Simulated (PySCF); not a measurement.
A side-by-side comparison of computed properties.

First species: C₇H₄ClO₂ (charge -1).
Atom-mapped SMILES: `[O:1]=[C:2]([O-:3])[c:4]1[cH:5][cH:6][cH:7][cH:8][c:9]1[Cl:10]` (hydrogens: H11 on C5; H12 on C6; H13 on C7; H14 on C8)

Structure used (PBE0-D3(BJ)/def2-SVP), in Å, numbered top down from 1:
```
atom  x, y, z in Å
O1     3.8385    2.2951    1.8073
C2     3.1858    1.2723    1.5718
O3     3.5615    0.1292    1.2515
C4     1.6212    1.4043    1.6800
C5     0.8772    0.2543    1.3793
C6    -0.5122    0.2205    1.4173
C7    -1.2161    1.3731    1.7700
C8    -0.5131    2.5324    2.0797
C9     0.8872    2.5434    2.0349
Cl10   1.6304    4.0665    2.4527
H11    1.4910   -0.6110    1.1112
H12   -1.0496   -0.7010    1.1722
H13   -2.3097    1.3748    1.8060
H14   -1.0354    3.4497    2.3614
```

Second species: C5H5F.
SMILES: `C=C(F)C1=CC1`

Levels: CAM-B3LYP/def2-SVPD for HOMO energy, LUMO energy, HOMO–LUMO gap, static isotropic polarisability and electronic spatial extent ⟨r²⟩ about the centre of nuclear charge; TDDFT CAM-B3LYP/def2-SVPD for lowest singlet excitation; PBE0-D3(BJ)/def2-SVP for rotational constant A and rotational constant C. Geometries: PBE0-D3(BJ)/def2-SVP. All species are isolated and taken at one optimised geometry, non-relativistic unless stated; the electronic structure was computed with PySCF and density fitting.

Dipoles, sizes and rotational constants follow the conformer. The torsions of the flexible species, by atom-mapped SMILES:
- `[O:1]=[C:2]([O-:3])[c:4]1[cH:5][cH:6][cH:7][cH:8][c:9]1[Cl:10]`: O1–C2–C4–C5 178°
- `[CH2:1]=[C:2]([F:3])[C:4]1=[CH:5][CH2:6]1`: C1–C2–C4–C5 180°

Values for the first species:

```
HOMO energy                                                       : -3.53 eV
LUMO energy                                                       : 3.89 eV
HOMO–LUMO gap                                                     : 7.42 eV
Lowest singlet excitation                                         : 4.27 eV
Static isotropic polarisability                                   : 109.0 au
Electronic spatial extent ⟨r²⟩ about the centre of nuclear charge : 1604 bohr²
Rotational constant A                                             : 1.461 GHz
Rotational constant C                                             : 0.666 GHz
```

Estimate the same properties for the second species, and the change in each.

| property | first | second | second less first |
| --- | --- | --- | --- |
| HOMO energy | -3.53 eV | -8.13 eV | -4.60 eV |
| LUMO energy | 3.89 eV | -0.25 eV | -4.14 eV |
| HOMO–LUMO gap | 7.42 eV | 7.88 eV | +0.46 eV |
| lowest singlet excitation | 4.27 eV | 5.29 eV | +1.02 eV |
| static isotropic polarisability | 109.0 au | 62.4 au | -46.6 au |
| electronic spatial extent ⟨r²⟩ about the centre of nuclear charge | 1604 bohr² | 579 bohr² | -1025 bohr² |
| rotational constant A | 1.461 GHz | 7.434 GHz | +5.973 GHz |
| rotational constant C | 0.666 GHz | 2.049 GHz | +1.383 GHz |

On the first: The polarisability is 16.15 Å³ as a volume (1 au = 0.148185 Å³), or 1.36 au for each of the 80 electrons. The principal polarisabilities are 64.4, 126.1 and 136.5 au; their mean is the isotropic value. The geometry's basis has no diffuse functions, a weakness for an anion.

On the second: The principal polarisabilities are 40.8, 58.2 and 88.1 au; their mean is the isotropic value. S1 lies 2.59 eV below the HOMO–LUMO gap; its leading configuration is HOMO→LUMO, weight 0.95.
